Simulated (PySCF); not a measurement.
# Cs: excitation energy

Cs [Xe] 6s1 (2S) → Cs [Xe] 5d1 (2D), as a difference of total energies. Calculation: PySCF 2.14, in x2c-TZVPPall with one added diffuse shell each of s, p, d type (12s8p7d2f1g, 94 functions); scalar relativity by spin-free X2C-1e. Correlated levels: valence and next inner shell: [Kr] 4d10 frozen. The calculations carry no spin-orbit coupling.

```tsv
method	excitation energy (eV)
UHF	1.716
MP2 (valence and next inner shell)	1.846
SCS-MP2 (valence and next inner shell)	1.820
CCSD (valence and next inner shell)	1.808
CCSD(T) (valence and next inner shell)	1.819
```

How much does correlation contribute at CCSD(T) (valence and next inner shell)?

1.819 − (1.716) = 0.103 eV, measured against UHF.

Errors of the correlated levels include the incompleteness of this basis and the frozen core.

The coupled-cluster amplitudes are large for the upper state (T1 above 0.03 or a double amplitude above 0.15), so a single reference is strained.

For comparison: 1.805 eV (measured; NIST levels, between the centres of gravity of the two terms).
